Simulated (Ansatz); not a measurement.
Gas-phase electronic energies from Ansatz, PBE0-D4/def2-TZVP geometries. CBS: MP2 limit from def2 TZ/QZ plus the TZ coupled-cluster correction, frozen cores. This one scheme is used for every species. Functionals use def2-TZVPP. Elements past krypton have def2 core potentials. For In outer-core shells are correlated without core-valence functions, which leaves a few kJ/mol of doubt a bond. One conformer a species, not always the lowest.

Consider the ligand exchange at the In–N bond: `[NH2][In]([F])[SH]` + `O[SiH3]` → `[F][In]([SH])[O][SiH3]` + NH₃.

`[NH2][In]([F])[SH]`:

Cartesian coordinates in Å:
```
N -0.484 -1.631 -0.359
In 0.002 0.286 -0.041
F -1.348 1.546 -0.682
S 1.953 1.348 0.747
H -0.074 -2.311 0.265
H -1.479 -1.799 -0.429
H 1.429 2.561 0.498
```

`O[SiH3]`:

Cartesian coordinates in Å:
```
O 0.055 0.990 -0.812
Si 0.054 -0.181 0.347
H -0.294 0.766 -1.675
H -1.325 -0.657 0.646
H 0.643 0.442 1.554
H 0.867 -1.360 -0.061
```

`[F][In]([SH])[O][SiH3]`:

Cartesian coordinates in Å:
```
F -1.877 -0.799 -1.198
In -1.175 0.586 -0.028
S -2.540 2.357 0.664
O 0.698 0.299 0.449
Si 1.843 -0.820 0.110
H -3.586 1.872 -0.030
H 2.137 -0.867 -1.349
H 1.417 -2.180 0.543
H 3.083 -0.448 0.840
```

NH₃:

Z-matrix (Å, degrees):
```
N
H 1 1.013
H 1 1.013 2 107.1
H 1 1.013 2 107.1 3 -114.5
```

| level | ΔE (kJ/mol) |
| --- | --- |
| PBE0 | -24.3 |
| MP2/def2-QZVPP | -30.4 |
| SCS-MP2/def2-QZVPP | -32.6 |
| MP2/CBS(def2) | -30.0 |

(1) What does CCSD(T)/CBS give? (An estimate is asked.)

Largest T1 diagnostic among the species: 0.015.

## Answers

(1) Computed: -31.5 kJ/mol. The listed levels differ from it by 7.2, 1.1, -1.1, 1.5 kJ/mol.

In def2-TZVPP, CCSD(T) changes the Hartree–Fock value by +6.3 kJ/mol (the triples alone add −0.0 kJ/mol) and MP2 by +7.8 kJ/mol.
